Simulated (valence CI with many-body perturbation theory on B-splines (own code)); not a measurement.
## E1 transitions of Ru¹³⁺

Method: relativistic CI+MBPT: three valence electrons over a frozen Dirac-Fock core [Ar] 3d10, a basis of 11 s, 11 p, 10 d, 8 f, 5 g, 2 h functions for each j, with the one-electron correlation potential Σ1 (screened to all orders), the two-electron term Σ2, the three-electron term Σ3, Breit, model QED; selected single and double excitations, second order for the rest, scaled by the run's own slope (own B-spline code, finite nucleus).

No measured levels were compared; by estimate levels hold to about 250 cm⁻¹ or 0.2 % of their energy and the worst to 1 %, as in measured heavy ions of charge 2 to 7; those with d or f electrons hold less well.

Lines 1 to 50 of 541 in falling wavelength, among levels below 187.10 eV, chosen from the strongest by gf and those to the six lowest levels. Wavelengths and rates use the calculated energies, so an error of 1000 cm⁻¹ moves a line at 979.9 Å by 0.98 % and its rate by three times that or more. Electric multipoles are in the length gauge, E1 and E2 with the static RPA response of the core. Weak lines are less certain than strong ones. Lines between different terms over intervals too small for the method are left out, as are lines whose strength nearly cancels. Where a level lies close to another of its J and parity, the split of strength between their lines is uncertain. The highest levels of a list are the least certain.

Names give the largest LS component (configuration and term), which can be under half, so a name can repeat, a term be missing and a line seem to break the LS rules; names also repeat where a configuration has a term twice. Letters in brackets count levels of one name in rising energy.

```csv
λ vac (Å),Upper,Lower,A (s⁻¹),S (a.u.)
979.9,4s.4p.5p 2D_3/2 [a],4s.4p.5s 2P°_3/2 [a],6.04e+08,1.12e+00
915.1,4s.4p.5p 4D_3/2,4s.4p.5s 4P°_3/2,1.17e+09,1.77e+00
914.1,4s.4p.5p 4D_1/2,4s.4p.5s 4P°_1/2,1.67e+09,1.26e+00
902.2,4s.4p.5p 2P_1/2 [b],4s.4p.5s 2P°_3/2 [b],1.44e+09,1.04e+00
892.8,4s.4p.5p 2P_1/2 [a],4s.4p.5s 2P°_1/2 [a],1.55e+09,1.09e+00
889.3,4s.4p.5p 2D_3/2 [b],4s.4p.5s 2P°_3/2 [b],1.37e+09,1.90e+00
877.9,4s.4p.5p 2D_3/2 [b],4s.4p.5s 2P°_1/2 [b],7.76e+08,1.04e+00
874.3,4s2.5p 2P°_1/2,4s2.5s 2S_1/2,2.13e+09,1.40e+00
850.8,4s.4p.5p 4S_3/2,4s.4p.5s 2P°_3/2 [a],1.10e+09,1.33e+00
849.9,4s.4p.5p 2D_3/2 [a],4s.4p.5s 4P°_5/2,1.21e+09,1.46e+00
833.7,4s.4p.5p 4P_5/2,4s.4p.5s 4P°_5/2,1.99e+09,3.41e+00
832.7,4s.4p.5p 4P_1/2,4s.4p.5s 4P°_3/2,2.39e+09,1.36e+00
822.4,4s.4p.5p 4P_3/2 [b],4s.4p.5s 2P°_1/2 [a],1.36e+09,1.50e+00
809.9,4s.4p.5p 2D_5/2 [a],4s.4p.5s 2P°_3/2 [a],2.20e+09,3.46e+00
796.6,4s.4p.5p 2D_5/2 [b],4s.4p.5s 2P°_3/2 [b],2.84e+09,4.24e+00
792.8,4s.4p.5p 2P_3/2,4s.4p.5s 2P°_3/2 [b],9.91e+08,9.75e-01
787.6,4s.4p.5p 4D_7/2,4s.4p.5s 4P°_5/2,3.25e+09,6.27e+00
783.7,4s.4p.5p 2P_3/2,4s.4p.5s 2P°_1/2 [b],2.02e+09,1.92e+00
778.1,4s.4p.5p 4D_5/2,4s.4p.5s 4P°_3/2,3.25e+09,4.53e+00
772.0,4s2.5p 2P°_3/2,4s2.5s 2S_1/2,3.03e+09,2.76e+00
762.5,4s.4p.5p 4P_3/2 [a],4s.4p.5s 4P°_1/2,2.79e+09,2.44e+00
751.1,4s.4p.5p 4S_3/2,4s.4p.5s 4P°_5/2,1.77e+09,1.48e+00
735.1,4s.4p.5p 4P_3/2 [b],4s.4p.5s 4P°_3/2,1.38e+09,1.08e+00
732.6,4s.4p.5p 2S_1/2 [b],4s.4p.5s 2P°_1/2 [b],2.60e+09,1.01e+00
731.2,4s.4p.5p 2S_1/2 [a],4s.4p.5s 2P°_3/2 [a],3.36e+09,1.30e+00
719.0,4s.4p.5p 2D_5/2 [a],4s.4p.5s 4P°_5/2,8.50e+08,9.36e-01
599.9,4s2.5f 2F°_7/2,4s.4p.4f 2D_5/2 [b],9.34e+08,7.96e-01
552.7,4s2.5d 2D_5/2,4s2.5p 2P°_3/2,9.26e+09,4.63e+00
546.6,4s.4p.5d 4D°_5/2,4s.4p.5p 4P_3/2 [a],9.12e+09,4.41e+00
540.4,4s2.5f 2F°_5/2 [a],4s2.5d 2D_3/2,4.49e+09,2.10e+00
535.9,4s2.5f 2F°_7/2,4s2.5d 2D_5/2,9.54e+09,5.80e+00
535.1,4s2.5f 2F°_5/2 [b],4s2.5d 2D_3/2,2.00e+09,9.09e-01
535.0,4s.4p.4f 2D_3/2 [a],4s2.5p 2P°_1/2,3.13e+09,9.45e-01
532.0,4p2.4f 2G°_7/2 [b],4s2.5d 2D_5/2,3.76e+09,2.23e+00
531.0,4p2.4f 2F°_5/2,4s2.5d 2D_3/2,1.63e+09,7.24e-01
512.8,4s2.5f 2F°_5/2 [a],4s.4p.4f 2D_3/2 [a],3.19e+09,1.27e+00
512.0,4s.4p.5d 4D°_5/2,4s.4p.5p 4D_3/2,2.33e+09,9.25e-01
508.0,4s2.5f 2F°_5/2 [b],4s.4p.4f 2D_3/2 [a],1.53e+09,5.95e-01
507.9,4s2.5d 2D_3/2,4s2.5p 2P°_1/2,6.22e+09,1.61e+00
501.4,4s.4p.5d 4F°_3/2,4s.4p.5p 4D_1/2,9.51e+09,2.37e+00
485.2,4p.4d2 4G°_11/2 [b],4s.4p.4f 2G_9/2 [b],9.74e+08,6.59e-01
483.8,4p3 2D°_5/2,4s.4p2 2P_3/2,2.08e+09,6.98e-01
458.8,4p2.4d 2G_7/2,4s.4p.4d 2F°_5/2 [b],1.67e+09,6.37e-01
441.8,4s.4p2 4P_5/2,4s2.4p 2P°_3/2,3.93e+08,1.00e-01
436.2,4s.4p2 4P_1/2,4s2.4p 2P°_1/2,3.70e+08,3.03e-02
418.9,4p2.4d 2G_9/2,4s.4p.4d 2F°_7/2 [b],2.51e+09,9.10e-01
407.2,4p2.4d 2F_7/2 [b],4s.4p.4d 2D°_5/2,1.99e+09,5.31e-01
394.4,4p.4d2 4G°_7/2,4s.4p.4f 4G_7/2,1.97e+09,4.77e-01
394.0,4p.4d2 4G°_5/2,4s.4p.4f 4F_3/2,2.81e+09,5.09e-01
392.8,4p2.4f 2G°_7/2 [a],4s.4p.4f 2G_7/2 [a],1.89e+09,4.53e-01
```
